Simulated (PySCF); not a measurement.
C4H10BN, SMILES C[C@H]1CCB1N.

Geometry optimised at B3LYP-D3(BJ)/def2-SVP. The structure was generated by enumeration; whether it is a known compound was not checked. The values are those of a single conformer.

Calculation: PBE/def2-TZVP run with PySCF.

The molecule is in vacuum.

Computed frontier levels, gap, dipole moment and polarisability:
| Property | Value |
|---|---|
| highest occupied level | -6.13 eV |
| lowest empty level | -0.23 eV |
| orbital gap | 5.90 eV |
| dipole moment | 1.68 D |
| quadrupole, principal values (traceless, Buckingham form, about the centre of nuclear charge) | -3.63, -2.21, 5.84 D·Å |
| mean static polarisability | 71.7 bohr³ (10.63 Å³) |
| polarisability, principal values | 59.1, 76.9, 79.1 bohr³ |
